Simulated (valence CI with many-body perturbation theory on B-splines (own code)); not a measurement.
Values are calculated unless marked as measured or tabulated.
# Run record, Ir²⁶⁺

Level of theory: relativistic CI+MBPT: five valence electrons over a frozen Dirac-Fock core [Kr] 4d10, a basis of 7 s, 7 p, 7 d, 7 f, 4 g, 2 h functions for each j, with the one-electron correlation potential Σ1 (screened to all orders), the two-electron term Σ2, the three-electron term Σ3, Breit, model QED; selected single and double excitations, second order for the rest, scaled by the run's own slope (own B-spline code, finite nucleus).

Command, and the settings that its task file holds:

```sh
python run_cv.py task.json out
```

```
atom Ir  Z=77  mass_number=193  rms_radius_fm=5.4032
core [Kr] 4d10
valence 4f5
avg = 1
basis = M
beyond = 1
breit = 1
cap = 32000
capref = 2200
cscale = 1
de = 0.0
dress = 0
eps = 2e-08
extrap = 1
h = 0.27
hh = 1
l2 = 3
lcore = 6
maxit = 60
n2 = 5
natural = 1
nlev = 190
nno = [4, 4, 4, 5, 3, 2]
nroot = 40
nsp = [3, 3, 3, 2, 1, 0]
pt2 = 1
qed = 1
rpa = 1
s1 = 1
s2 = 1
s3 = 1
screen = 1
tol = 2e-05
whole = 1
```

(1) Roughly how long does this run take on one core of Intel(R) Xeon(R) Processor @ 2.30GHz, and how much memory?

Log. The first blocks belong to the next ion, which gives the ionisation energy. Fields: 2J, parity (1 odd), roots, reference size, generating configurations, candidates as configurations/state functions, variational space P, stored matrix elements, Davidson steps; e2 is the range of second-order energies in hartree. The first line gives the box (bohr), its intervals, the orbitals and the steps of their self-consistent field. Window is the range of levels sought, series limit the energy at which the first omitted orbital would enter, core excitation an estimate of the first excitation out of the core, left out the lowest levels not solved, and shifts from estimates the range by which levels moved from their first estimate, all in cm⁻¹.

```
rmax 5.5 intervals 59 orbitals 61 references ['4f5', '4f4 5s', '4f4 5p', '4f3 5s2', '4f4 5d'] scf 5 t 2.1
2J=8 par=0 roots 2 ref 59 generators 4 cand 2812/33428 P 282/3176 nnz 2.9e+06 it 10
2J=8 par=0 roots 2 ref 59 generators 9 cand 6054/89439 P 1376/15996 nnz 5.5e+07 it 13
   second order: generators 14 cand 8297/136550 e2 -0.00012 -0.00005
2J=10 par=0 roots 2 ref 48 generators 4 cand 2784/31300 P 211/3191 nnz 3.2e+06 it 9
2J=10 par=0 roots 2 ref 48 generators 9 cand 7807/115424 P 1241/15994 nnz 6.3e+07 it 11
   second order: generators 14 cand 9975/156457 e2 -0.00019 -0.00008
2J=12 par=0 roots 2 ref 39 generators 4 cand 2750/27095 P 241/3194 nnz 3e+06 it 6
2J=12 par=0 roots 2 ref 39 generators 7 cand 6046/77279 P 1591/15999 nnz 5.7e+07 it 9
   second order: generators 15 cand 11068/157840 e2 -0.00013 -0.00008
reference levels 2035, estimated 198, window 319955 1/cm; series limit 4254004, core excitation 1773551
2J=5 par=1 roots 27 ref 121 generators 6 cand 3642/94130 P 216/6367 nnz 1e+07 it 9
2J=5 par=1 roots 27 ref 121 generators 6 cand 3540/90372 P 874/25384 nnz 1.3e+08 it 8
   second order: generators 10 cand 12427/519307 e2 -0.00321 -0.00138
2J=7 par=1 roots 30 ref 132 generators 5 cand 3647/108007 P 174/6295 nnz 1e+07 it 8
2J=7 par=1 roots 30 ref 132 generators 5 cand 3567/104306 P 650/24582 nnz 1.3e+08 it 9
   second order: generators 14 cand 21579/1548830 e2 -0.00448 -0.00199
2J=9 par=1 roots 29 ref 128 generators 5 cand 3666/110590 P 173/6395 nnz 1.1e+07 it 8
2J=9 par=1 roots 29 ref 128 generators 5 cand 3582/106781 P 634/24372 nnz 1.3e+08 it 8
   second order: generators 11 cand 18357/1388855 e2 -0.00443 -0.00201
2J=3 par=1 roots 21 ref 94 generators 5 cand 3629/69408 P 258/6399 nnz 9.8e+06 it 8
2J=3 par=1 roots 21 ref 94 generators 5 cand 3497/65549 P 1183/25766 nnz 1.3e+08 it 9
   second order: generators 11 cand 16238/653229 e2 -0.00170 -0.00102
2J=1 par=1 roots 10 ref 49 generators 4 cand 3539/35838 P 457/6388 nnz 9.3e+06 it 9
2J=1 par=1 roots 10 ref 49 generators 4 cand 3267/31981 P 2420/26507 nnz 1.3e+08 it 8
   second order: generators 8 cand 10881/241237 e2 -0.00021 -0.00007
2J=11 par=1 roots 26 ref 111 generators 5 cand 3643/103456 P 170/6351 nnz 1.1e+07 it 9
2J=11 par=1 roots 26 ref 111 generators 5 cand 3564/99689 P 634/24133 nnz 1.3e+08 it 8
   second order: generators 10 cand 14359/855580 e2 -0.00396 -0.00196
2J=13 par=1 roots 20 ref 84 generators 4 cand 3587/89280 P 165/6384 nnz 1.2e+07 it 9
...
2J=19 par=1 roots 5 ref 20 generators 3 cand 2817/32354 P 1663/24337 nnz 1.3e+08 it 8
   second order: generators 5 cand 9356/333586 e2 -0.00027 -0.00018
2J=21 par=1 roots 3 ref 9 generators 3 cand 2498/22543 P 463/6398 nnz 1e+07 it 4
2J=21 par=1 roots 3 ref 9 generators 3 cand 2217/18643 P 2001/21205 nnz 1e+08 it 5
   second order: generators 4 cand 5432/113153 e2 -0.00003 -0.00003
2J=23 par=1 roots 1 ref 3 generators 1 cand 1748/12196 P 740/6390 nnz 1.2e+07 it 4
2J=23 par=1 roots 1 ref 3 generators 1 cand 1257/8293 P 1359/10694 nnz 3e+07 it 4
   second order: generators 2 cand 5305/84632 e2 -0.00004 -0.00004
left out: unestimated 931267, estimated 391247, shifts from estimates 0 to 522
operators 3.7
```

The Davidson iterations converged.

The last digits are not significant, and no measured levels were compared; by estimate large intervals hold to a few tenths of a per cent, small ones and those within an open d or f shell to about a per cent. Among the levels kept, up to 980 cm⁻¹ of a level comes from second order outside the variational space, and about a tenth of that is noise between levels of different J, which matters for small intervals. Only levels of the ground parity were solved; by the run's estimate the other parity begins above the list, which can be wrong where configurations are misplaced.

```yaml
Valence_energy: -175.9034 hartree
Ionisation_energy: "849.29 eV (NIST: 870 ± 40 eV (theoretical))"
Reference_configurations_for_the_orbitals: 4f5, 4f4 5s, 4f4 5p, 4f3 5s2, 4f4 5d
Radial_orbitals: 61
Box_radius: 5.531 bohr
Largest_variational_space: 26507
Lowest_levels: 4f5 6H°_5/2 0.0, 4f5 6H°_7/2 15145, 4f5 6H°_9/2 27730, 4f5 6F°_5/2 [a] 28437, 4f5 6F°_3/2 29643, 4f5 6F°_1/2 31556, 4f5 6H°_11/2 37645, 4f5 6F°_7/2 41494, 4f5 6H°_13/2 45224, 4f5 6H°_15/2 47840, 4f5 6F°_9/2 53045, 4f5 6F°_5/2 [b] 58005, 4f5 4M°_15/2 62615, 4f5 6F°_11/2 63346 cm⁻¹
```

Names give the largest LS component (configuration and term), which can be under half, so a name can repeat, a term be missing and a line seem to break the LS rules; names also repeat where a configuration has a term twice. Letters in brackets count levels of one name in rising energy.

## Answers

(1) 13 min on 1 thread of Intel(R) Xeon(R) Processor @ 2.30GHz (shared host), peak memory 1.4 GiB.
